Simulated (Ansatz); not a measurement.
TiS₃⁻, relaxed as a doublet with UKS PBE0-D4/def2-SVPD in Ansatz, starting from the GFN2-xTB geometry. Force threshold 0.02 eV/Å.

The relaxation made no stability test and no search for a lower SCF solution. No other spin state of charge -1 was run. Another isomer (doublet) lies 0.09 eV lower at PBE0-D4/def2-TZVPD; other spin states weren't run for this one.

Start:

```
atom   x (Å)   y (Å)   z (Å)
 Ti1   0.504  -0.448   0.060
  S2   2.481   0.360   0.417
  S3  -1.765  -0.977  -0.360
  S4  -1.219   1.064  -0.117
```

```json
{"step": "1", "energy (eV)": "-55596.5475", "largest force component (eV/Å)": "0.694", "SCF passes": "59"}
{"step": "2", "energy (eV)": "-55596.6261", "largest force component (eV/Å)": "0.255", "SCF passes": "40"}
{"step": "3", "energy (eV)": "-55596.6937", "largest force component (eV/Å)": "0.493", "SCF passes": "42"}
{"step": "4", "energy (eV)": "-55596.7493", "largest force component (eV/Å)": "0.176", "SCF passes": "43"}
{"step": "5", "energy (eV)": "-55596.7512", "largest force component (eV/Å)": "0.051", "SCF passes": "32"}
{"step": "6", "energy (eV)": "-55596.7516", "largest force component (eV/Å)": "0.006", "SCF passes": "31"}
```

Force components are those of the run's own axes.

End:

Cartesian coordinates in Å:
```
Ti 0.495 0.000 0.080
S 2.634 -0.005 0.420
S -1.553 -1.072 -0.330
S -1.577 1.078 -0.169
```

By distances, no bond broke or formed. The bond that changes most is Ti1–S4, from 2.30 to 2.35 Å (atoms count from 1).

No frequencies were taken in this run, so the end may be a saddle point.

Run time 22 s (4 threads of AMD EPYC 7R43 on a shared host).
